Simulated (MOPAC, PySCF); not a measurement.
H₁₈Ge₃Si₅, SMILES `[SiH3][SiH2][GeH2][SiH2][GeH2][SiH2][GeH2][SiH3]`, neutral singlet in the gas phase. 

Cartesian coordinates (Å):
```xyz
26

Si    -5.7791     0.3172     0.5798
Si    -3.9637     1.4293    -0.4206
Ge    -2.6854    -0.0719    -1.7859
Si    -0.8393     1.0499    -2.8223
Ge     0.5512    -0.4390    -4.0847
Si     2.3434     0.7396    -5.1532
Ge     3.7913    -0.7157    -6.3890
Si     5.5279     0.5317    -7.4695
H     -6.6817    -0.2372    -0.4904
H     -5.2691    -0.8259     1.4171
H     -6.5807     1.2418     1.4590
H     -4.4607     2.5667    -1.2765
H     -3.0608     2.0047     0.6411
H     -2.1581    -1.2442    -0.9104
H     -3.5986    -0.6891    -2.8828
H     -1.3687     2.1281    -3.7331
H     -0.0044     1.7145    -1.7573
H      1.1324    -1.5278    -3.1390
H     -0.3043    -1.1672    -5.1598
H      3.1491     1.4659    -4.1058
H      1.7638     1.7733    -6.0855
H      2.9559    -1.4917    -7.4464
H      4.4089    -1.7653    -5.4223
H      6.4482    -0.3690    -8.2502
H      4.9138     1.5337    -8.4098
H      6.3321     1.2707    -6.4342
```
Charge 0, multiplicity 1.

All levels are single points at this geometry (PBE-D3(BJ)/def2-SVP); Pople sets use spherical d functions. Orbital energies aren't observables, and empty levels follow the basis.

```tsv
level	HOMO (eV)	LUMO (eV)	gap (eV)	dipole (D)	vertical IE, Delta-SCF (eV)
PBE-D3(BJ)/def2-TZVP in PySCF	-6.16	-1.90	4.26	0.10	7.90
M06-2X/6-31G* in PySCF	-7.81	-0.32	7.50	0.05	–
SVWN5/6-31G* in PySCF	-6.11	-1.86	4.25	0.07	7.91
HF/3-21G in PySCF	-9.09	1.82	10.92	0.39	–
HF/6-31G* in PySCF	-9.07	2.05	11.12	0.03	8.16
AM1 in MOPAC	-10.18	-1.25	8.92	2.39	–
PM3 in MOPAC	-9.52	-2.46	7.07	1.89	–
PM6 in MOPAC	-8.69	-1.10	7.60	0.48	–
PM7 in MOPAC	-9.46	-1.61	7.85	0.71	–
```
